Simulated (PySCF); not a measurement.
Input for PySCF: R-B3LYP/6-311+G** on CH4OSi (SMILES C[Si]O), a point of a torsion scan.

```python
from pyscf import gto, scf, dft, mp
from pyscf.data.elements import chemcore

mol = gto.M(
    atom='''
    C     0.86202318   -0.07755930    0.02276109
    Si   -0.55863252    1.21321955   -0.11881209
    O    -1.72650831    0.42393140   -0.92962733
    H     0.63193702   -1.04163350   -0.44042705
    H     1.77259262    0.29907371   -0.44255428
    H     1.10730584   -0.26757332    1.06738822
    H    -1.69508151   -0.47948069   -1.25465214
    ''',
    basis='6-311+g**',
    charge=0, spin=0, verbose=3, max_memory=1800)
mf = dft.RKS(mol, xc='b3lyp')
mf.conv_tol = 1e-8
mf.max_cycle = 100
mf.kernel()
if not mf.converged:
    mf = mf.newton().run(mf.mo_coeff, mf.mo_occ)
```

Output:

```
converged SCF energy = -405.299359196163
```

Self-consistency was reached.

Cost: around 10 core-seconds (rough).
